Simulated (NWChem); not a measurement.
Everything below was run with NWChem. System: C2H3O2, charge 0, spin multiplicity 2, at a geometry optimised with UPBE0/def2-SVP. The structure started from a generated list of species. Its SCF solution wasn't tested for a lower state. Level: UB2PLYP/def2-SVPD, 4 core orbitals frozen.

Input file:

```
start mol
memory heap 200 mb stack 900 mb global 1100 mb
geometry units angstroms nocenter noautoz
  C      1.381000    -0.258050     0.000000
  C     -0.021560     0.106268     0.000000
  O     -0.435616     1.245746     0.000000
  O     -0.842104    -0.961105     0.000000
  H      1.691792    -1.303629     0.000000
  H      2.117728     0.545041     0.000000
  H     -1.744393    -0.607851     0.000000
  symmetry group Cs
end
basis spherical
  * library def2-svpd
end
dft
  xc hfexch 0.53 becke88 0.47 lyp 0.73 mp2 0.27
  dftmp2
  odft
  mult 2
  semidirect memsize 60000000 filesize 0
  iterations 100
end
mp2
  freeze core 4
end
task dft energy
```

Part of the output:

```
             Northwest Computational Chemistry Package (NWChem) 7.3.0
             --------------------------------------------------------

                                NWChem Input Module
                                -------------------

 Scaling coordinates for geometry "geometry" by  1.889725989
 (inverse scale =  0.529177249)

 Turning off AUTOSYM since
 SYMMETRY directive was detected!

                             Geometry "geometry" -> ""
                             -------------------------

 Output coordinates in angstroms (scale by  1.889725989 to convert to a.u.)

  No.       Tag          Charge          X              Y              Z
 ---- ---------------- ---------- -------------- -------------- --------------
    1 C                    6.0000     1.38100000    -0.25805000     0.00000000
    2 C                    6.0000    -0.02156000     0.10626800     0.00000000
    3 O                    8.0000    -0.43561600     1.24574600     0.00000000
    4 O                    8.0000    -0.84210400    -0.96110500     0.00000000
    5 H                    1.0000     1.69179200    -1.30362900     0.00000000
    6 H                    1.0000     2.11772800     0.54504100     0.00000000
    7 H                    1.0000    -1.74439300    -0.60785100     0.00000000

 Effective nuclear repulsion energy (a.u.)     113.7423360948

            Nuclear Dipole moment (a.u.)
            ----------------------------
        X                 Y               Z
 ---------------- ---------------- ----------------
     0.0000132281    -0.0000056692     0.0000000000

      Symmetry information
      --------------------

 Group name             Cs
 Group number              2
 Group order               2
 No. of unique centers     7

      Symmetry unique atoms

     1    2    3    4    5    6    7


 Summary of "ao basis" -> "" (spherical)
 ------------------------------------------------------------------------------
       Tag                 Description            Shells   Functions and Types
 ---------------- ------------------------------  ------  ---------------------
[...]
     2   0 2 0    -20.969077    -51.768638    -50.042709     80.842270
     2   0 1 1     -0.000000     -0.000000     -0.000000      0.000000
     2   0 0 2    -17.708877     -9.888501     -7.820376      0.000000

                   NWChem MP2 Semi-direct Energy/Gradient Module
                   ---------------------------------------------

  Basis functions       =    110
  Molecular orbitals    =    110
  Frozen core           =      4
  Frozen virtuals       =      0
  Active alpha occupied =     12
  Active beta occupied  =     11
  Active alpha virtual  =     94
  Active beta virtual   =     95
  Use MO symmetry       = T
  Use skeleton AO sym   = T

  AO/Fock/Back tols     =   1.0D-09  1.0D-09  1.0D-09

 GA uses MA = F    GA memory limited = T

 Available:
  local mem=  4.43D+07
 global mem=  1.44D+08
 local disk=  0.00D+00
  mp2_memr nvloc                    94
  nvloc new                    94
   1 passes of  12:        3145728                      53448                  23400143.
   1 passes of  12: M     44323149           G      144155000           F      41177421.

 Semi-direct pass number   1 of   1  for UHF alpha       at        9.1s
  vrange nnbf                  6096
  mp2_eaftype                    89  avail_ma_in_mb                   386
 EAF : mp2_eaftype filesize          89   11700072.
  mp2_eaf for mointskh                     89
Node 0 wrote     55.0 Mb in      0.0 s     Agg I/O rate:  1702.4 Mb/s
 Done moints_semi at       12.1s
  mp2_eaftype                    89  avail_ma_in_mb                   386
 EAF : mp2_eaftype filesize          89   11700072.
  mp2_eaf for kh                    89
 Done maket at       12.4s
 Done multipass loop at       12.4s

 GA uses MA = F    GA memory limited = T

 Available:
  local mem=  4.43D+07
 global mem=  1.44D+08
 local disk=  0.00D+00
  mp2_memr nvloc                    95
  nvloc new                    95
   1 passes of  11:        3145728                      51331                  21679852.
   1 passes of  11: M     44323149           G      144155000           F      41177421.

 Semi-direct pass number   1 of   1  for UHF beta        at       12.4s
  vrange nnbf                  6096
  mp2_eaftype                    82  avail_ma_in_mb                   386
 EAF : mp2_eaftype filesize          82   10839926.
  mp2_eaf for mointskh                     82
Node 0 wrote     51.0 Mb in      0.0 s     Agg I/O rate:  1896.6 Mb/s
 Done moints_semi at       15.2s
  mp2_eaftype                    82  avail_ma_in_mb                   386
 EAF : mp2_eaftype filesize          82   10839926.
  mp2_eaf for kh                    82
 Done maket at       15.5s
 Done multipass loop at       15.5s

          -------------------------------------------
          DFT energy                    -227.854942231937
          Unscaled MP2 energy             -0.776837714509
          Total DFT+MP2 energy          -228.064688414854
          -------------------------------------------

 -----------------------
 Performance information
 -----------------------

 Timer overhead =  1.78D-07 seconds/call

               Nr. of calls         CPU time (s)                 Wall time (s)                GFlops
             ---------------    -------------------     ------------------------------   -------------------
Name         Min   Avg   Max    Min     Avg     Max     Min     Avg     Max   Mx/calls   Min     Max     Sum
mp2: moin     2     2     2    5.8     5.8     5.8      5.8     5.8     5.8     2.9      0.0     0.0     0.0
mp2: make     2     2     2   0.61    0.61    0.61     0.61    0.61    0.61    0.30      0.0     0.0     0.0
mp2: tota     1     1     1    6.4     6.4     6.4      6.4     6.4     6.4     6.4      0.0     0.0     0.0

 The average no. of pstat calls per process was 5.00D+00
 with a timing overhead of 8.91D-07s

 Task  times  cpu:       15.4s     wall:       15.4s

 Total times  cpu:       15.5s     wall:       15.5s
```
